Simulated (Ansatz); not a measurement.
`F[SiH](F)Br`, charge 0, multiplicity 1.

Give a relaxed structure at PBE0-D4/def2-TZVP (the Gaussian-basis code of Ansatz). (Estimate.)

The calculation gave: 
Z-matrix (Å, degrees):
```
Si
F 1 1.578
Br 1 2.183 2 109.1
F 1 1.578 2 107.6 3 118.2
H 1 1.466 2 109.7 3 -122.6
```
Point group Cs.
